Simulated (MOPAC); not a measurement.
MOPAC input (PM7):

```
PM7 1SCF GEO-OK AUX(PRECISION=9) THREADS=1
C2H6BCl

C     1.42549600 1   -0.98754900 1   -0.40629100 1
B     0.01921800 1   -0.35195800 1   -0.18272300 1
C    -1.31596200 1   -1.01843500 1   -0.63513700 1
Cl   -0.06696700 1    1.22642200 1    0.63671000 1
H     1.38745600 1   -2.07830800 1   -0.45096000 1
H     2.17472400 1   -0.67498500 1    0.32077900 1
H     1.78123500 1   -0.65327000 1   -1.39049600 1
H    -1.65487100 1   -1.66093400 1    0.18905200 1
H    -2.12089700 1   -0.31078000 1   -0.83255000 1
H    -1.18250000 1   -1.67520400 1   -1.49771600 1
```

From the output:

```
                                                       MOPAC v23.2.5 Linux

          FINAL HEAT OF FORMATION =        -50.57636 KCAL/MOL =    -211.61149 KJ/MOL

          COSMO AREA              =        116.17 SQUARE ANGSTROMS
          COSMO VOLUME            =        102.08 CUBIC ANGSTROMS

          IONIZATION POTENTIAL    =         10.577248 EV
          HOMO LUMO ENERGIES (EV) =        -10.577 -0.792
          NO. OF FILLED LEVELS    =         12
          MOLECULAR WEIGHT        =         76.3324         POINT GROUP:  C2

          MOLECULAR DIMENSIONS (Angstroms)

            Atom       Atom       Distance
            H     9    H     6     4.46264
           Cl     4    H     5     3.50591
            H     8    H     7     2.71273

          SCF CALCULATIONS        =          1

   ATOM   CHEMICAL          X               Y               Z
  NUMBER   SYMBOL      (ANGSTROMS)     (ANGSTROMS)     (ANGSTROMS)

     1       C          1.42549600  *  -0.98754900  *  -0.40629100  *
     2       B          0.01921800  *  -0.35195800  *  -0.18272300  *
     3       C         -1.31596200  *  -1.01843500  *  -0.63513700  *
     4      Cl         -0.06696700  *   1.22642200  *   0.63671000  *
     5       H          1.38745600  *  -2.07830800  *  -0.45096000  *
     6       H          2.17472400  *  -0.67498500  *   0.32077900  *
     7       H          1.78123500  *  -0.65327000  *  -1.39049600  *
     8       H         -1.65487100  *  -1.66093400  *   0.18905200  *
     9       H         -2.12089700  *  -0.31078000  *  -0.83255000  *
    10       H         -1.18250000  *  -1.67520400  *  -1.49771600  *

                             CARTESIAN COORDINATES

   1    C        1.425496000    -0.987549000    -0.406291000
   2    B        0.019218000    -0.351958000    -0.182723000
   3    C       -1.315962000    -1.018435000    -0.635137000
   4   Cl       -0.066967000     1.226422000     0.636710000
   5    H        1.387456000    -2.078308000    -0.450960000
   6    H        2.174724000    -0.674985000     0.320779000
   7    H        1.781235000    -0.653270000    -1.390496000
   8    H       -1.654871000    -1.660934000     0.189052000
   9    H       -2.120897000    -0.310780000    -0.832550000
  10    H       -1.182500000    -1.675204000    -1.497716000

           Empirical Formula: C2 H6 B Cl  =    10 atoms

      MOLECULAR POINT GROUP   :   C2

                  EIGENVALUES
 -25.77050 -24.57375 -24.27479 -15.08491 -14.44143 -14.43200 -13.99016 -13.45861
 -12.23502 -11.87200 -11.23129 -10.57725  -0.79187   0.77380   2.45004   4.47121
   5.47803   5.52657   5.74368   5.74397   6.86231   6.92400  70.81853  70.84522
  71.00190  71.08204  71.11275

              NET ATOMIC CHARGES AND DIPOLE CONTRIBUTIONS

  ATOM NO.   TYPE          CHARGE      No. of ELECS.   s-Pop       p-Pop       d-Pop
    1          C          -0.555158        4.5552     1.05214     3.50302
    2          B           0.334742        2.6653     0.74951     1.91575
    3          C          -0.555158        4.5552     1.05214     3.50302
    4         Cl          -0.212121        7.2121     1.98767     5.22132     0.00313
    5          H           0.159645        0.8404     0.84035
    6          H           0.163291        0.8367     0.83671
    7          H           0.170912        0.8291     0.82909
    8          H           0.170912        0.8291     0.82909
    9          H           0.163290        0.8367     0.83671
   10          H           0.159645        0.8404     0.84035
 DIPOLE           X         Y         Z       TOTAL
 POINT-CHG.     0.110    -2.018    -1.047     2.276
 HYBRID         0.003    -0.054    -0.028     0.061
 SUM            0.113    -2.072    -1.076     2.337

          ATOMIC ORBITAL ELECTRON POPULATIONS

     Atom    s        px        py        pz      x^2-y^2     xz        z^2       yz        xy
    1  C   1.05214   1.15610   1.17267   1.17425
    2  B   0.74951   0.93679   0.63795   0.34101
    3  C   1.05214   1.15772   1.17850   1.16679
    4 Cl   1.98767   1.98561   1.45725   1.77846   0.00057   0.00032   0.00028   0.00093   0.00103
    5  H   0.84035
    6  H   0.83671
    7  H   0.82909
    8  H   0.82909
    9  H   0.83671
   10  H   0.84035

 **********************
 *                    *
 * JOB ENDED NORMALLY *
 *                    *
 **********************

 == MOPAC DONE ==
```

The geometry given is a B3LYP-D3(BJ)/def2-TZVP minimum.
